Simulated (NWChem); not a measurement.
Molecule: SiNH2Br, singlet; SMILES N[Si]Br

```xyz
5

Si     0.7137     1.1875     0.0000
Br    -0.0484    -0.9994     0.0000
N     -0.8140     1.9758     0.0000
H     -1.7274     1.5318     0.0000
H     -0.8729     2.9897     0.0000
```
Atoms are numbered in this order, from 1.

Program: NWChem. Low-valent species are run as closed-shell singlets; no triplet was tried in these runs. All runs use the structure optimised with B3LYP/6-31G* (spherical d). B3LYP is NWChem's, with the RPA form of VWN correlation. Total energies compare along this basis series because the functional is fixed.

| level | basis functions | energy (Ha) | highest occupied level (eV) | orbital gap (eV) | dipole (D) |
|---|---|---|---|---|---|
| B3LYP/pcseg-1 | 69 | -2919.3904 | -6.92 | 5.03 | 3.05 |
| B3LYP/aug-pcseg-1 | 104 | -2919.4008 | -7.07 | 4.97 | 2.95 |
| B3LYP/pcseg-2 | 135 | -2919.7985 | -7.01 | 5.01 | 2.98 |
| B3LYP/STO-3G | 34 | -2887.3795 | -3.53 | 5.67 | 3.32 |
| B3LYP/def2-SVP | 74 | -2919.2550 | -6.79 | 5.06 | 3.09 |
